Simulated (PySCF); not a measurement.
Run record: geometry optimisation, `N[SiH2][SiH](F)F`.

Computed with PBE0-D3(BJ)/def2-SVP geometry optimisation, gas phase (PySCF 2.14.0). Start geometry: GFN2-xTB. The input is one job of a driver script: a line of settings, then coordinates in Å.

Command:
```bash
OMP_NUM_THREADS=1 python probes_run.py task.json out
```

Input:
```
{"job": {"xc": "PBE0", "basis": "def2-SVP", "d3": "d3bj", "grid": 1, "shake": 0.01, "kind": "geom"}, "charge": 0, "multiplicity": 1}
N      1.656790    -0.745920     0.018690
Si     0.597530     0.651990     0.100850
Si    -1.545010    -0.173630    -0.033360
F     -2.380500     0.777400    -0.976740
F     -2.307710     0.025760     1.353020
H      1.500020    -1.409990    -0.705480
H      2.630570    -0.600120     0.185740
H      0.860670     1.685060    -0.941940
H      0.942700     1.283810     1.406860
H     -1.904630    -1.515290    -0.428690
```

Output:
```
step   0  E = -835.67628255  max force = 0.028207
step   1  E = -835.68441846  max force = 0.008890
step   2  E = -835.68521549  max force = 0.002534
step   3  E = -835.68526215  max force = 0.000613
step   4  E = -835.68529149  max force = 0.000870
step   5  E = -835.68531182  max force = 0.001271
step   6  E = -835.68533448  max force = 0.001118
step   7  E = -835.68536282  max force = 0.000561
step   8  E = -835.68537673  max force = 0.002566
step   9  E = -835.68548369  max force = 0.001446
step  10  E = -835.68556157  max force = 0.001425
step  11  E = -835.68588634  max force = 0.000941
step  12  E = -835.68599906  max force = 0.001351
step  13  E = -835.68609599  max force = 0.000696
step  14  E = -835.68614616  max force = 0.000610
step  15  E = -835.68618000  max force = 0.000514
step  16  E = -835.68618790  max force = 0.000294
optimisation converged
```

Energies in Eh; «max force» is the largest Cartesian gradient component in Eh/bohr.

How much energy does the optimisation release, in kcal/mol?

E(step 0) − E(last step) = 0.009905 Eh, which is 6.2 kcal/mol.

Give the first gradient maximum in eV/Å.

With 1 Eh/bohr = 51.422 eV/Å, 1.450 eV/Å.

In short: final energy -835.68619 Eh after 16 steps; dipole 3.41 D.

Give the final coordinates.

0.375 Å rms from the input after alignment:
```
atom  x, y, z in Å
N1     1.4983   -0.9936    0.1600
Si2    0.7215    0.5437   -0.0470
Si3   -1.5854    0.1411   -0.0336
F4    -2.3727    1.4662   -0.5388
F5    -2.0841   -0.1343    1.4841
H6     1.3381   -1.7342   -0.5141
H7     2.4555   -1.0229    0.4944
H8     1.0614    1.3152   -1.2914
H9     1.0745    1.4004    1.1238
H10   -2.0571   -1.0029   -0.8637
```

Hardware: an Intel Xeon Platinum 8375C at 2.90 GHz with one thread (shared host). Cost: 55 s wall, 0.43 GiB resident at most.
Labels such as C1 count atoms from 1, the log's own numbers from 0.
